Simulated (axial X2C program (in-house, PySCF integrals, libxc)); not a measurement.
# AsS: nuclear properties from DFT to coupled cluster

Computed with an in-house all-electron X2C program for linear molecules (integrals from PySCF): two-component X2C with atomic mean-field Coulomb and Gaunt terms, Gaussian nuclei, basis As dyall-acv3z, S dyall-av3z with contracted cores.

R = 2.013 Å (near the PBE0 minimum at charge 0 of the determinant lowest at the starting distance; the state shown can have its own minimum elsewhere); state Ω = 1/2 (⟨Sz⟩ = -0.50, ⟨Lz⟩ = 1.00 at PBE0).

| level | Eeff magnitude (GV/cm) | Ws magnitude As (kHz) | A∥/gI As (MHz) | qzz As (a.u.) | A∥/gI S (MHz) | μ (D) |
| --- | --- | --- | --- | --- | --- | --- |
| PBE0 | 0.038 | 0.0651 | 1500 | -1.88 | 466 | -1.38 |
| HF | 0.653 | 0.531 | 1040 | -1.92 | 684 | -1.35 |
| B3LYP | 0.0401 | 0.000576 | 1470 | -1.75 | 464 | -1.34 |

Eeff is the effective electric field on the electron electric dipole moment in this Ω state and Ws the scalar–pseudoscalar constant of the nucleus named (defined with the proton number Z and per Ω); A∥ (defined per Ω) follows by multiplying with gI = μI/(I μN); qzz is the electric field gradient, eQq0 = 234.96 MHz × Q/barn × qzz; μ is positive if the S end (last atom) is positive. The operators were transformed with the bare-nucleus X2C matrices; with these basis sets, hyperfine constants and field gradients can be off by tens of per cent, and where levels differ in sign neither size nor sign is settled.

Finite-field MP2, CCSD and CCSD(T), with 21 electrons correlated in 130 natural virtual spinors (MP2 remainder added):

| level | Eeff magnitude (GV/cm) | Ws magnitude As (kHz) | A∥/gI As (MHz) | qzz As (a.u.) | A∥/gI S (MHz) | μ (D) |
| --- | --- | --- | --- | --- | --- | --- |
| MP2 | 0.368 | 0.262 | 1730 | -3.63 | 349 | -2.56 |
| CCSD | 0.0322 | 0.00164 | 1280 | -2.17 | 450 | -1.52 |
| CCSD(T) | 0.114 | 0.0645 | 1260 | -2.04 | 425 | -1.44 |

T1 = 0.047 (Lee–Taylor), a sign of multireference character. One unrestricted determinant, the lowest of a limited PBE0 search, is the reference; the functionals treat spin collinearly. The sign of Eeff is opposite to CCSD(T) at PBE0, HF. Eeff spreads by more than a factor of two over the levels. Correlation of the inner shells is missing, which matters for properties at the nucleus. Number of frozen shells: As 3 s, 2 p; S 2 s, 1 p.

(1) By how much does correlation change each value, CCSD(T) against HF?

Answers

(1) A∥/gI As 21 %; qzz As 6 %; A∥/gI S -38 %; μ 7 %.
